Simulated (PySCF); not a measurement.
CH₃N₂S, SMILES [NH]C(N)=S, multiplicity 2. Geometry optimised at PBE0-D3(BJ)/def2-SVP. The isomer is the one that the SMILES or the coordinates give; other isomers of the formula were not compared. Other conformers were not sampled.

Computed with PBE0-D3(BJ)/def2-SVP run with PySCF.

Harmonic wavenumbers (cm⁻¹): 342, 368, 448, 488, 599, 666, 755, 1041, 1104, 1276, 1521, 1637, 3554, 3612, 3755. Rotational constants (GHz): 11.00, 5.366, 3.617; symmetry number 1.

**Question.** Work out the zero-point energy and the ideal-gas rigid-rotor harmonic-oscillator thermochemistry at 298.15 K and 1 atm.

**Answer.** ZPE = ½ Σ hcν = ½ × 21166 cm⁻¹ = 126.60 kJ/mol. H − E(el) = 140.89 kJ/mol. Entropy in J/(mol K): translation 162.61, rotation 103.87, vibration 20.99, spin 5.76, total 293.23. G − E(el) = 53.47 kJ/mol. Cp = 72.23 J/(mol K).
